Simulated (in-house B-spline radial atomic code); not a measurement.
## Ionising Fe⁸⁺ with different functionals

Computed with a radial B-spline atomic code at the basis-set limit: scalar-relativistic (spin-free X2C) Hamiltonian, Fermi nucleus of rms radius 3.7377 fm, spin-polarised at highest spin, spherical fractional occupations for the functionals, and exact exchange of hybrids averaged over the configuration. The ionisation energy is the difference of two self-consistent energies, [Ne] 3s2 3p6 → [Ne] 3s2 3p5, without Breit or QED terms; ε is the level of the shell that loses the electron (its least bound occupied spin orbital).

```csv
method,rung,ΔSCF (eV),-ε(3p) (eV)
PBE0,global hybrid,234.36,224.24
B3LYP,global hybrid,?,?
TPSSh,global hybrid,234.57,222.28
BHandHLYP,global hybrid,234.26,227.87
r2SCAN0,global hybrid,235.01,225.11
B97-1,global hybrid,234.33,223.54
HSE06,range-separated hybrid,234.33,223.78
wB97X,range-separated hybrid,234.26,226.43
CAM-B3LYP,range-separated hybrid,?,?
LC-wPBE,range-separated hybrid,234.33,226.21
```

Problem. What does CAM-B3LYP give?

Solution. ΔSCF 234.27 eV, and -ε(3p) = 225.47 eV.

Problem. What does B3LYP give?

Solution. ΔSCF 234.36 eV, and -ε(3p) = 223.48 eV.

Problem. Among the functionals, which spreads more, the ΔSCF values or the orbital energies?

Solution. The orbital energies: ΔSCF values span about 0.75 eV and the orbital energies 5.59 eV; here energy differences depend much less on the functional than eigenvalues do.

Problem. How do they compare with the NIST value?

Solution. NIST lists 233.6 eV ± 0.4 (semi-empirical, ground level to ground level). Errors run from +0.66 to +1.41 eV; wB97X is closest (+0.66 eV), though others lie within the uncertainty of it, and part of that can be cancellation, since the calculations leave out spin-orbit coupling, Breit-QED terms, multiplet and fine-structure energies.
